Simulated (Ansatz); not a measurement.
Several settings on one geometry of (AgBr)2 ring (Ag₂Br₂) (that of the charge 0 singlet, r2SCAN-D4/def2-SVP). Ansatz on 4 threads of Arm Neoverse V2 on a shared host; times are rough.

```xyz
4

Ag   -0.245    0.640   -1.192
Br    2.014    0.941    0.089
Ag    0.245   -0.639    1.193
Br   -2.014   -0.942   -0.089
```

Totals from different functionals, basis sets or treatments of relativity can't be compared as stabilities.

In the def2 sets Ag takes a core potential; there is no spin–orbit coupling. HSE06 is defined as in plane-wave codes, on full-range PBE exchange.

Scalar relativity in a set contracted without it gives distorted totals.

The spins typed aren't always the lowest for that charge.

**Question.** Give the basis size and estimate the energy, ⟨S²⟩, dipole and time of these runs.

```json
{"run": "1", "method": "RKS PBE0/def2-TZVPD", "charge": "0", "state": "singlet", "further keys": "scf: {omitted_lower_state_checks: [starts]}; forces asked"}
{"run": "2", "method": "UKS rPW86-PBE/def2-TZVP", "charge": "-1", "state": "doublet", "further keys": "scf: {lower_state_search: off}; forces asked"}
{"run": "3", "method": "RKS HSE06/def2-SVP", "charge": "0", "state": "singlet", "further keys": "final_grid: {core_spheres: 20, valence_spheres: 16, degree: 47}; scf: {lower_state_search: light}; forces asked"}
{"run": "4", "method": "RKS PBE0-D3(BJ)-ATM/def2-SVPD", "charge": "0", "state": "singlet", "further keys": "pseudopotentials: {relativity: scalar}; scf: {omitted_lower_state_checks: [starts]}; forces asked"}
```

**Answer.** 
```tsv
run	functions	energy (Eh)	⟨S²⟩	dipole (D)	wall time
1	194	-5441.8328	–	0.00	5.5 s
2	176	-5444.5206	0.75	–	6 s
3	126	-5441.1445	–	0.00	5.5 s
4	150	-5490.5164	–	0.00	3.9 s
```

The highest occupied level of an anion often lies above zero with these methods, and sets without diffuse functions describe the outer electron poorly.
